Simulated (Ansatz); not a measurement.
Z-matrix (Å, degrees):
```
Si
C 1 1.863
B 1 2.031 2 112.6
H 1 1.491 2 110.2 3 -122.9
H 1 1.497 2 109.1 3 120.7
C 2 1.330 1 124.7 3 1.9
H 2 1.089 1 117.4 3 -177.8
O 3 1.347 1 124.4 2 121.0
Cl 3 1.766 1 119.8 2 -59.7
H 6 1.087 2 121.8 1 -179.7
H 6 1.086 2 122.2 1 1.0
H 8 0.962 3 113.1 1 -0.8
```

Charge 0, multiplicity 1.

(1) List the ωB97M-V/def2-TZVPP orbital energies in eV (the Gaussian-basis code of Ansatz). (An estimate is asked.)

Results:

(1) Computed: Occupied: -2771.87, -1806.73, -527.30, -281.81, -281.50, -262.29, -199.75, -199.65, -199.61, -189.70, -147.85, -101.97, -101.95, -101.95, -32.32, -25.98, -24.33, -19.32, -19.01, -17.58, -15.51, -15.03, -14.65, -14.08, -13.71, -12.39, -11.82, -11.67, -11.37, -10.34, -10.18. Lowest empty: 0.86, 1.55, 1.91, 2.81, 3.02, 3.50, 3.59, 3.96.
